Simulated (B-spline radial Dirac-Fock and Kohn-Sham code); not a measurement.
**Energy-loss ionisation edge L1 (2s) of Tc**

System: the Tc atom in the configuration [Kr] 4d5 5s2. Model: the first Born approximation with generalised oscillator strengths from a Dirac-Hartree-Slater potential (longitudinal and transverse terms; continuum final states only, so no white lines or fine structure). Program: a B-spline atomic structure program. The edge is taken at 3043.0 eV (tabulated value).

Input file task.json (cfg lists n, l and occupation; rrms is the nuclear radius in fm):

```json
{"items": [{
  "Z": 43,
  "q": 0,
  "cfg": [[1, 0, 2], [2, 0, 2], [2, 1, 6], [3, 0, 2], [3, 1, 6], [3, 2, 10], [4, 0, 2], [4, 1, 6], [4, 2, 5], [5, 0, 2]],
  "A": 97,
  "rrms": 4.4112,
  "do": "eels",
  "beams": [[60, 5], [60, 10], [80, 5], [80, 10], [80, 20], [100, 10], [120, 5], [120, 20], [120, 50], [120, 100], [200, 5], [200, 100], [300, 10], [300, 100]],
  "edges": {"L1": 3043.0}
}]}
```

Run with: `python xray2_run.py task.json out`

Partial cross sections σ(β, Δ) in barn, integrated over a window Δ above the edge and up to the collection semi-angle β, for parallel illumination:

| E₀ (kV) | β (mrad) | Δ = 25 eV | Δ = 50 eV | Δ = 100 eV | Δ = 200 eV | Δ = 300 eV |
| --- | --- | --- | --- | --- | --- | --- |
| 60 | 5 | 0.136 | 0.265 | 0.511 | 0.954 | 1.34 |
| 60 | 10 | 0.521 | 1.02 | 1.96 | 3.66 | 5.14 |
| 80 | 5 | 0.185 | 0.360 | 0.695 | 1.30 | 1.82 |
| 80 | 10 | ? | ? | ? | ? | ? |
| 80 | 20 | 2.19 | 4.28 | 8.29 | 15.6 | 22.0 |
| 100 | 10 | 0.849 | 1.65 | 3.20 | 5.98 | 8.41 |
| 120 | 5 | 0.285 | 0.554 | 1.07 | 2.00 | 2.81 |
| 120 | 20 | 2.74 | 5.35 | 10.4 | 19.6 | 27.8 |
| 120 | 50 | 6.52 | 12.8 | 25.0 | 47.6 | 67.9 |
| 120 | 100 | 9.77 | 19.4 | 38.1 | 73.0 | 105 |
| 200 | 5 | 0.499 | 0.971 | 1.88 | 3.51 | 4.93 |
| 200 | 100 | 8.53 | 17.0 | 33.5 | 64.3 | 92.7 |
| 300 | 10 | 2.04 | 3.98 | 7.74 | 14.6 | 20.8 |
| 300 | 100 | 7.71 | 15.4 | 30.4 | 58.5 | 84.5 |

Task: Give the row for 80 kV and 10 mrad.

Result: 0.690 b for 25 eV, 1.34 b for 50 eV, 2.59 b for 100 eV, 4.85 b for 200 eV, 6.82 b for 300 eV.

Values without a named source are computed, but for edge energies of neutral atoms, which are taken from tables.
